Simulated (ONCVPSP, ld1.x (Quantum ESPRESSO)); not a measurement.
# Hardness and transferability of assorted potentials

Generated with ld1.x 7.5 (TM, RRKJ, ultrasoft, PAW), atompaw 4.2 or ONCVPSP 4.0.1. The cutoff is in Ry: for ld1.x and atompaw files where the sum of valence levels is converged to 10 mRy in a Bessel basis, for ONCV files where the hardest occupied wave has 1 mHa per electron of residual kinetic energy. The error is the largest all-electron minus pseudo excitation energy over each file’s own four to seven test configurations (ionisations up to +4, promotions, holes and added fractions of an electron), all of which were solved. The labels leave out finer settings (local radius, basis sizes, second energies), which also bear on the numbers. Spin-polarised tests are not counted. The rows are a selection from randomly drawn settings: files with unsolved tests, undetermined cutoffs or missed reference levels are left out.

A true bound ghost makes a file unfit for plane-wave use even where its test errors are small: the radial tests pick states by their node count and pass the ghost by.

```csv
element,potential,cutoff (Ry),largest error (meV),bound ghosts
Cl,"PAW, BLYP, scalar-relativistic, rc 1.45/1.45/1.30 (spd), local smoothed, core correction yes, reference 3s2 3p4.75",25,-27,none
Cr,"ONCV, PBE, fully relativistic, rc 2.50/2.30/1.85 (spd), local smoothed, core correction no, reference 3d4 4s2, qcut 2.7/3/7.7, projectors 2/3/2",53,+588,"p3/2, p1/2"
Sb,"ultrasoft, PBE, scalar-relativistic, rc 1.90/2.35/1.00/2.55 (spdf), local smoothed, core correction no, reference 4d10 5s1 5p4",120,-88,s
Pb,"PAW, PBEsol, scalar-relativistic, rc 2.25/2.55/1.95/2.65 (spdf), local smoothed, core correction yes, reference 5d10 6s2 6p1",30,-88,s
```

Task: Fill in the row for Re: TM, PBE, scalar-relativistic, rc 2.55/3.65/2.35 (spd), local s, core correction no, reference 5d5 6s2 6p0.

Result: cutoff 30 Ry, largest error -52 meV, bound ghosts: none.
